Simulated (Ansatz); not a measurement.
Cost and result for the atomization energy of `CC[O][Al]([O]CC)[O]CC` (25 atoms, 24 bonds).

Cartesian coordinates in Å:
```
C -1.634 2.738 0.468
C -0.138 2.890 0.294
O 0.460 1.728 -0.217
Al 0.543 0.128 0.293
O 1.335 -1.014 -0.653
C 1.957 -0.975 -1.911
C 0.998 -0.580 -3.013
O -0.136 -0.325 1.763
C -0.272 -1.547 2.440
C -1.061 -2.561 1.640
H -1.858 1.944 1.185
H -2.076 3.667 0.839
H -2.107 2.492 -0.486
H 0.320 3.160 1.255
H 0.075 3.709 -0.402
H 2.366 -1.972 -2.112
H 2.806 -0.279 -1.894
H 1.500 -0.588 -3.984
H 0.157 -1.277 -3.057
H 0.608 0.427 -2.839
H 0.717 -1.958 2.683
H -0.777 -1.348 3.392
H -2.057 -2.175 1.409
H -0.549 -2.792 0.702
H -1.177 -3.491 2.203
```

The species carries charge 0 and has multiplicity 1. The structure was optimised at the PBE0-D4/def2-TZVP level. It is one conformer, not always the lowest. Program: Ansatz. All runs use 4 threads of an AMD EPYC 7R13 on a shared host and a share of an NVIDIA H100 80 GB. Times are those of one run each, without the atoms' runs, and a repeat can differ threefold. Electronic energies, without spin–orbit coupling; frozen cores. CCSD(T)/CBS adds CCSD(T) − MP2 in def2-TZVPP to the MP2 limit, and its time is that of the two runs behind it. T1 = 0.012.

CCSD(T)/CBS is a level of theory with its own doubt, some kJ/mol a heavy atom from the limit and from the frozen cores, so smaller differences don't rank the functionals.

| level | functions | wall time | atomization (kJ/mol) | difference from CCSD(T)/CBS | per bond |
| --- | --- | --- | --- | --- | --- |
| BHLYP-D4/def2-TZVPP | 531 | 4.8 s | 9769.3 | -282.6 | -11.8 |
| LDA (SPW92)/def2-TZVPP | 531 | 5 s | 11449.6 | 1397.7 | 58.2 |
| BLYP-D4/def2-TZVPP | 531 | 6 s | 10012.2 | -39.7 | -1.7 |
| PBE-QIDH/def2-TZVPP | 531 | 6.5 s | 9990.7 | -61.2 | -2.6 |
| B2PLYP/def2-TZVPP | 531 | 7 s | 9945.5 | -106.4 | -4.4 |
| CCSD(T)/def2-SVP | 219 | 7.5 s | 9603.6 | -448.3 | -18.7 |
| CAM-B3LYP-D4/def2-TZVPP | 531 | 8.5 s | 10101.5 | 49.6 | 2.1 |
| PBE-D4/def2-TZVPP (with forces) | 531 | 9 s | 10215.8 | 163.9 | 6.8 |
| ωB97M-V/def2-TZVPP (with forces) | 531 | 9.5 s | 10065.9 | 14.0 | 0.6 |
| ωB97X-V/def2-TZVPP | 531 | 11 s | 10056.0 | 4.1 | 0.2 |
| MP2/def2-QZVPP | 1033 | 17 s | 10118.4 | 66.5 | 2.8 |
| CCSD(T)/def2-TZVPP | 531 | 2.5 min | 9815.5 | -236.4 | -9.9 |
| CCSD(T)/CBS(def2) | – | 2.8 min | 10051.9 | 0.0 | 0.0 |

The D4 term adds +83.2 kJ/mol with B3LYP and +45.3 kJ/mol with PBE0; it sums over pairs of atoms, weighted by their polarisabilities, and B3LYP, whose exchange is more repulsive, gets the larger term. Leaving LDA and LC-ωPBE aside and taking each functional with its dispersion term where it has one, the values spread over 446.5 kJ/mol, from BHLYP-D4 to PBE-D4. LDA lies +1286.6 kJ/mol from PBE without D4, its usual overbinding. At CCSD(T), def2-SVP lies −448.4 kJ/mol from the extrapolated value and def2-TZVPP −236.5 kJ/mol: correlation converges slowly with the basis, and small sets miss more of it in the bonded molecule than in its fragments.

B3LYP here is the variant with VWN-RPA as its local correlation; programs differ in this.
